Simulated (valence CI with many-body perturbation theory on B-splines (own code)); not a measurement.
The numbers below are computed, except where a source is named.
**Hyperfine factors and g values of Gd⁴⁹⁺**

Method: configuration interaction combined with many-body perturbation theory (CI+MBPT): five valence electrons over a frozen Dirac-Fock core [Ne], a basis of 9 s, 9 p, 8 d, 6 f, 3 g, 1 h functions for each j, with the one-electron correlation potential Σ1, the two-electron term Σ2, the three-electron term Σ3, Breit, model QED; selected CI, second order for the rest (own B-spline code, finite nucleus).

The last digits are not significant, and no measured levels were compared; by estimate large intervals hold to a few tenths of a per cent, small ones and those within an open d or f shell to about a per cent. Among the levels kept, up to 610 cm⁻¹ of a level comes from second order outside the variational space, and about a tenth of that is noise between levels of different J, which matters for small intervals.

A/g_I is the dipole constant over the nuclear g factor μ/I (μ in nuclear magnetons, uniformly magnetised nucleus), B/Q the quadrupole constant per barn. Both hold the static response of the core; the bare values leave it out. Large factors of s and p1/2 electrons are usually good to 5 to 10 %; those of open d and f shells near neutrality can be off by tens of per cent, and small factors of p3/2, d and f electrons come from cancelling terms and can be off by a factor of two or in sign, in half-filled shells by more. B is blank for J = 1/2, where it vanishes, and for nearly pure S terms. Energies count from the lowest level.

Levels are named by their leading jj configuration (3d3/2^4 stands for four electrons in 3d with j = 3/2), which in mixed levels can hold well under half, so a name can repeat and another be missing. Letters in brackets count levels of one name in rising energy.

```tsv
Level	E (× 10³ cm⁻¹)	g	A/g_I (MHz)	A/g_I bare	B/Q (MHz/b)	B/Q bare
(3s^2 3p1/2^2 3p3/2) J=3/2	0.00	1.361	123000	123000	232000	228000
(3s^2 3p1/2 3p3/2^2) J=3/2	1343.8	1.451	-33100	-29700	27600	27200
(3s^2 3p1/2 3p3/2^2) J=5/2	1424.9	1.190	290000	286000	-675	-660
(3s^2 3p1/2 3p3/2^2) J=1/2	1526.9	0.653	940000	921000		
(3s^2 3p1/2^2 3d3/2) J=3/2	1534.5	0.778	65100	66800	34300	35900
(3s^2 3p1/2^2 3d5/2) J=5/2	1939.4	1.211	44100	45700	21300	23400
(3s 3p1/2^2 3p3/2^2) J=5/2	2469.2	1.457	618000	607000	77400	76200
(3s 3p1/2^2 3p3/2^2) J=3/2	2670.8	1.150	-316000	-305000	-38300	-37600
(3s 3p1/2^2 3p3/2^2) J=1/2	2673.2	2.108	2530000	2480000		
(3s^2 3p1/2 3p3/2 3d3/2) J=5/2 [a]	2865.7	0.956	218000	216000	-30200	-28800
(3s^2 3p3/2^3) J=3/2	2883.1	1.297	131000	131000	-258000	-254000
(3s^2 3p1/2 3p3/2 3d3/2) J=3/2 [a]	2883.4	0.912	212000	210000	-149000	-147000
(3s^2 3p1/2 3p3/2 3d3/2) J=1/2 [a]	2885.0	0.207	346000	341000		
(3s^2 3p1/2 3p3/2 3d3/2) J=7/2	2947.7	1.040	214000	212000	238000	236000
(3s^2 3p1/2 3p3/2 3d3/2) J=5/2 [b]	3144.0	1.190	46000	48100	224000	221000
(3s^2 3p1/2 3p3/2 3d5/2) J=7/2 [a]	3198.7	1.305	-32000	-28700	264000	263000
(3s^2 3p1/2 3p3/2 3d3/2) J=3/2 [b]	3201.7	1.241	-6480	-2980	9970	8980
(3s^2 3p1/2 3p3/2 3d3/2) J=1/2 [b]	3203.4	1.673	644000	631000		
(3s^2 3p1/2 3p3/2 3d5/2) J=3/2 [a]	3261.3	1.360	-97600	-92400	-92300	-90300
(3s^2 3p1/2 3p3/2 3d5/2) J=9/2	3286.2	1.190	160000	159000	246000	245000
(3s^2 3p1/2 3p3/2 3d5/2) J=5/2 [a]	3292.5	1.137	221000	218000	-173000	-170000
(3s^2 3p1/2 3p3/2 3d5/2) J=7/2 [b]	3448.8	1.111	182000	180000	21800	23200
(3s^2 3p1/2 3p3/2 3d5/2) J=5/2 [b]	3454.8	1.248	-23400	-20600	38800	39500
(3s^2 3p1/2 3p3/2 3d5/2) J=3/2 [b]	3505.8	0.929	269000	265000	31700	31800
(3s^2 3p1/2 3p3/2 3d5/2) J=1/2	3529.2	1.249	-282000	-273000		
(3s 3p1/2 3p3/2^3) J=3/2 [a]	3910.0	1.450	458000	450000	-217000	-214000
(3s 3p1/2^2 3p3/2 3d3/2) J=5/2 [a]	3962.4	1.282	486000	478000	68800	67400
(3s 3p1/2^2 3p3/2 3d3/2) J=3/2 [a]	3977.5	1.295	310000	307000	-1790	-2830
(3s 3p1/2^2 3p3/2 3d3/2) J=1/2 [a]	3988.8	2.483	1500000	1470000		
(3s 3p1/2 3p3/2^3) J=5/2	4020.5	1.284	734000	720000	-283000	-279000
(3s 3p1/2^2 3p3/2 3d3/2) J=7/2	4024.5	1.288	466000	459000	220000	218000
(3s 3p1/2^2 3p3/2 3d3/2) J=3/2 [b]	4148.4	0.997	194000	193000	-131000	-129000
(3s 3p1/2 3p3/2^3) J=1/2	4158.4	1.351	-694000	-674000		
(3s 3p1/2 3p3/2^3) J=3/2 [b]	4173.8	1.135	268000	264000	-18900	-18600
(3s 3p1/2^2 3p3/2 3d3/2) J=5/2 [b]	4244.2	0.875	-109000	-104000	147000	146000
(3s 3p1/2^2 3p3/2 3d3/2) J=1/2 [b]	4270.9	0.563	443000	434000		
(3s 3p1/2^2 3p3/2 3d5/2) J=9/2	4300.7	1.367	372000	367000	237000	236000
(3s 3p1/2^2 3p3/2 3d5/2) J=5/2 [a]	4407.7	1.389	540000	530000	-125000	-123000
(3s 3p1/2^2 3p3/2 3d5/2) J=7/2 [a]	4471.9	1.246	275000	271000	145000	145000
(3s 3p1/2^2 3p3/2 3d5/2) J=3/2 [a]	4474.2	1.152	-223000	-214000	-118000	-116000
```

(1) Take the isotope of mass number 157, with I = 3/2, μ = -0.3398 μN, leaving out the quadrupole term. What is the hyperfine structure of (3s^2 3p1/2 3p3/2^2) J=3/2?

Results:

(1) From the table A = 7490 MHz. Shifts from the centre of gravity in MHz: F = 0: -28100, F = 1: -20600, F = 2: -5620, F = 3: 16900.
